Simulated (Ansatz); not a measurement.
Mulliken charges of `[OH][Ge]([SiH3])([Cl])[Cl]` from PBE/def2-TZVPP in Ansatz (PBE0-D4/def2-TZVP geometry).

| atom | x (Å) | y (Å) | z (Å) | charge (e) |
| --- | --- | --- | --- | --- |
| O1 | -1.711 | 1.085 | 0.273 | -0.369 |
| Ge2 | -0.331 | 0.411 | -0.588 | 0.670 |
| Si3 | 0.978 | -0.939 | 0.869 | 0.114 |
| Cl4 | -1.069 | -0.698 | -2.282 | -0.281 |
| Cl5 | 0.804 | 2.042 | -1.423 | -0.281 |
| H6 | -2.270 | 1.641 | -0.278 | 0.189 |
| H7 | 2.108 | -1.463 | 0.066 | -0.012 |
| H8 | 0.121 | -2.041 | 1.368 | -0.014 |
| H9 | 1.460 | -0.084 | 1.978 | -0.014 |

Task: By hand: the dipole of these point charges (1 e Å = 4.8032 D).

Result: Σ q r = (0.119, -0.252, 0.545) e Å, of length 0.612 e Å = 2.94 D.

Task: How does the dipole of the full density compare? (Estimate.)

Result: Ansatz gave: (0.060, -0.131, 0.289) e Å, 1.55 D; the point charges give 1.90 times that, at 1° from its direction.

Point charges leave out the atoms' own dipoles, such as those of lone pairs, and Mulliken's split depends on the basis, so the two needn't agree.
